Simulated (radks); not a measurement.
Coulomb parameter of the 4f shell of neutral terbium in the model configuration [Xe] 4f7.5 6s2 6p1.5, as a second difference U = [E(n + 0.25) + E(n - 0.25) - 2 E(n)] / (0.25)^2 with all orbitals relaxed. "Bare": the charge of the atom changes with n. "Screened": the 6p shell takes up the change at fixed total charge, which measures U(4f,4f) + U(6p,6p) - 2 U(4f,6p). Calculated with a radial shooting solver on a logarithmic mesh with Libxc functionals: Dirac Kohn-Sham, PBE, spin-unpolarised, spherical densities, finite nucleus; open shells are shared between the two j in proportion to 2j + 1; Fermi nuclear charge, rms radius 5.06 fm.

case                     configuration  E - E(n) (eV)
start             [Xe] 4f7.5 6s2 6p1.5          0.000
bare +0.25       [Xe] 4f7.75 6s2 6p1.5         -3.843
bare -0.25       [Xe] 4f7.25 6s2 6p1.5          4.821
screened +0.25  [Xe] 4f7.75 6s2 6p1.25         -3.357
screened -0.25  [Xe] 4f7.25 6s2 6p1.75          3.962

U(bare) = 15.650 eV, U(screened by 6p) = 9.686 eV, against the Slater integral F0(4f,4f) = 31.076 eV with frozen orbitals. The step up makes a negative ion, whose loosely bound charge lowers the bare value.
